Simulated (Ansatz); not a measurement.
Geometry optimisation, RKS B3LYP/def2-mTZVP (Ansatz).

The input (input.yaml):

```yaml
crystal:
  periodic: [false, false, false]
  atoms:
    - { symbol: Al, position_ang: [-0.129115, 0.539688, -0.448064] }
    - { symbol: "N", position_ang: [-0.040156, 0.117203, 2.625051] }
    - { symbol: H, position_ang: [-0.828093, -0.124805, 3.217844] }
    - { symbol: H, position_ang: [0.81208, -0.140348, 3.115207] }
    - { symbol: O, position_ang: [1.423283, -0.024786, -0.841871] }
    - { symbol: H, position_ang: [1.61235, -0.857864, -1.282147] }
    - { symbol: O, position_ang: [-1.629298, -0.140765, -0.873472] }
    - { symbol: H, position_ang: [-1.779235, -1.076175, -1.034951] }
    - { symbol: S, position_ang: [-0.185963, 2.634075, 0.358146] }
    - { symbol: H, position_ang: [-1.540983, 2.645858, 0.369298] }
    - { symbol: H, position_ang: [-0.03607, 1.14662, 2.49536] }
basis:
  gaussian: { orbitals: def2-mTZVP }
hamiltonian:
  xc: b3lyp
relax:
  f_tol: 0.03
  max_steps: 50
```

Launched with:

```bash
$ ansatz run input.yaml --threads 4 --pin off --max-ram 5120MiB --backend cpu --events-out ev --progress --plain --runs-dir out
```

Task: Where does it end, and by what steps?

Result: The forces met the threshold. The force dipped under the threshold on the way, but the program's further checks kept it going. After 17 steps the energy has fallen by 1.051 eV; O7 moved furthest, 0.96 Å. Joined: Al1–N2 (3.10 → 2.02 Å).

```csv
step,energy less start (eV),largest force component (eV/Å),accepted
0,0.0000,0.799,yes
1,-0.1985,1.160,yes
2,-0.4518,1.670,yes
3,-0.7162,1.625,yes
4,-0.8569,1.119,yes
5,-0.9346,0.305,yes
6,-0.9577,0.320,yes
7,-0.9870,0.478,yes
8,-1.0076,0.514,yes
9,-1.0329,0.267,yes
10,-1.0408,0.168,yes
11,-0.9802,1.342,no
12,-1.0479,0.091,yes
13,-1.0472,0.165,no
14,-1.0491,0.060,yes
15,-1.0503,0.026,yes
16,-1.0502,0.222,no
17,-1.0507,0.021,yes
```

```xyz
11
Properties=species:S:1:pos:R:3
Al -0.153 0.430 0.189
N -0.007 0.126 2.183
H -0.868 -0.291 2.535
H 0.761 -0.518 2.366
O 1.356 -0.303 -0.225
H 1.881 -0.022 -0.980
O -1.657 -0.412 0.044
H -2.045 -0.669 -0.797
S -0.204 2.646 -0.153
H -1.554 2.747 -0.166
H 0.170 0.983 2.704
```

Whether the end is a true minimum wasn't checked by a vibrational analysis.

Run time: 43 s on 4 threads of Arm Neoverse V1, with other jobs on the host, peak memory 0.31 GiB.
